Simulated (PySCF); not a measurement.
**Fractional electron number in Zr (zirconium, neutral)**

The 5s beta orbital of [Kr] 4d2 5s2 is emptied in steps (occupation f), with all orbitals relaxed, ending at [Kr] 4d2 5s1. Calculation: PySCF 2.14, in aug-cc-pVTZ-PP with ECP28MDF (6s6p5d3f2g, 88 functions); scalar relativity through the core potential. The exact energy is a straight line in f; departures are measured from the line between the end points of the same method.

Q: Among PBE0, r2SCAN, LC-wPBE, which shows the largest delocalisation error (convex curve), and which is closest to linear?

A: Most convex: r2SCAN (-0.470 eV at f = 0.5); closest to linear: LC-wPBE (0.040 eV).

```json
{"f": "1", "PBE0 (eV)": "0.000", "r2SCAN (eV)": "0.000", "LC-wPBE (eV)": "0.000"}
{"f": "0.9", "PBE0 (eV)": "-0.153", "r2SCAN (eV)": "-0.180", "LC-wPBE (eV)": "0.017"}
{"f": "0.7", "PBE0 (eV)": "-0.357", "r2SCAN (eV)": "-0.411", "LC-wPBE (eV)": "0.037"}
{"f": "0.5", "PBE0 (eV)": "-0.425", "r2SCAN (eV)": "-0.470", "LC-wPBE (eV)": "0.040"}
{"f": "0.3", "PBE0 (eV)": "-0.355", "r2SCAN (eV)": "-0.372", "LC-wPBE (eV)": "0.031"}
{"f": "0.1", "PBE0 (eV)": "-0.147", "r2SCAN (eV)": "-0.140", "LC-wPBE (eV)": "0.013"}
{"f": "0", "PBE0 (eV)": "0.000", "r2SCAN (eV)": "0.000", "LC-wPBE (eV)": "0.000"}
```

```csv
method,E(f=0) − E(f=1) (eV),−ε at f=1 (eV),−ε at f=0.5 (eV)
PBE0,6.281,4.583,6.284
r2SCAN,6.129,4.109,6.239
LC-wPBE,6.048,6.236,6.028
```

As f goes to zero the orbital energy of a semilocal functional can turn back, because the density of that orbital vanishes from the exchange-correlation potential.

Reference removal energy between the ground levels: 6.634 eV (measured; NIST Atomic Spectra Database, ionization energies). The calculation has no spin-orbit coupling.
